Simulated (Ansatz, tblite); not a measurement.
Series (HMgX)2: vertical IE (eV) at several levels, gas phase, relaxed structures; Ansatz, xTB through tblite. Raw xTB energies of ions are shifted by several eV. The structures are stationary points that may keep the symmetry of their start. Remarks come from the PBE and PBE0 runs and from stability tests at other levels; not every state was tested. HOMO above LUMO (over both spins in singlets and doublets, within one spin in higher multiplets; at PBE or PBE0), or a gap under 0.15 eV within one spin, warns that the state may not be the lowest or that an electron is smeared out.

| species | state | geometry | GFN1-xTB | PBE-D4/def2-TZVP | r2SCAN-D4/def2-TZVP | remarks |
| --- | --- | --- | --- | --- | --- | --- |
| (HMg-mu-F)2 (Mg2H2F2) | singlet to doublet | PBE0-D4/def2-TZVP | 15.73 | 9.31 | 9.38 | gap within one spin near zero at PBE or PBE0 (+1 doublet) |
| (HMg-mu-Cl)2 (Mg2H2Cl2) | singlet to doublet | PBE0-D4/def2-SVP | 15.14 | 9.22 | 9.33 | – |
| (HMg-mu-Br)2 (Mg2H2Br2) | singlet to doublet | PBE-D4/def2-SVP | 14.47 | 9.07 | 9.20 | – |
| (HMg-mu-OH)2 (Mg2O2H4) | singlet to doublet | PBE-D4/def2-SVP | 14.75 | 8.64 | 8.73 | – |
| (HMg-mu-NH2)2 (Mg2N2H6) | singlet to doublet | PBE0-D4/def2-SVP | 13.17 | 8.03 | 8.16 | – |

Q: Estimate the column for PBE0-D4/def2-TZVP.

A: (HMg-mu-F)2 (Mg2H2F2) 9.70; (HMg-mu-Cl)2 (Mg2H2Cl2) 9.64; (HMg-mu-Br)2 (Mg2H2Br2) 9.50; (HMg-mu-OH)2 (Mg2O2H4) 9.05; (HMg-mu-NH2)2 (Mg2N2H6) 8.48.

Over the 5 species that have every level, the mean is 14.65 at GFN1-xTB, 8.85 at PBE-D4/def2-TZVP, 8.96 at r2SCAN-D4/def2-TZVP, 9.28 at PBE0-D4/def2-TZVP.
